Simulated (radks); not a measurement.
The numbers below are computed, except where a source is named.
The table gives one normalised radial function P(r) = r R(r) of Bi0.1+ in [Hg] 6p(up 2.9, down 0) (r in bohr). Code: a radial shooting solver on a logarithmic mesh with Libxc functionals. Model: scalar-relativistic Kohn-Sham, PBE, spin-polarised, spherical densities, finite nucleus; Fermi nuclear charge, rms radius 5.5211 fm.

r           P
0.001785   0.0001
0.002839   0.0002
0.004516   0.0007
0.007182   0.0023
0.01142    0.0077
0.01817    0.0241
0.02889    0.0689
0.04558    0.1651
0.0725     0.3058
0.1153     0.3310
0.1834    -0.0219
0.2916    -0.4950
0.4638    -0.1840
0.7377     0.7329
1.173      0.9793
1.866      0.5078
2.968      0.1213
4.682      0.0111
7.447      0.0002

Which n and l does it have? It may be an empty orbital.

Answer. n = 5, l = 2: the number of nodes gives n - l - 1 = 2, the rise at small r (about r^(l+1), flatter next to the nucleus through relativity) gives l, and the extent must fit the shell. The curve is that of 5d up; the table hardly tells the two spins apart. 5d up: eigenvalue -27.737 eV, 2 radial nodes at r = 0.180, 0.511 bohr, <r> = 1.24 bohr, 90 % of the charge inside 1.87 bohr.
